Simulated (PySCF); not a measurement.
Computed with TPSSh-D3(BJ)/def2-TZVP // B3LYP-D3(BJ)/def2-TZVP in PySCF. Gas-phase values, no solvent. 

Reference species (SMILES): `B` (neutral, multiplicity 1).

```yaml
HOMO–LUMO gap: 6.98 eV
LUMO: -2.30 eV
```

Changed species: `[SiH3]B([SiH3])[SiH3]` (3 of 3 H replaced by SiH3; the reference has 0 of 3 H replaced by SiH3).

Problem. Give the shifts of the HOMO–LUMO gap and LUMO.

Solution. the HOMO–LUMO gap drops by 3.12 eV, to 3.86 eV; the LUMO falls by 1.25 eV, to -3.55 eV.
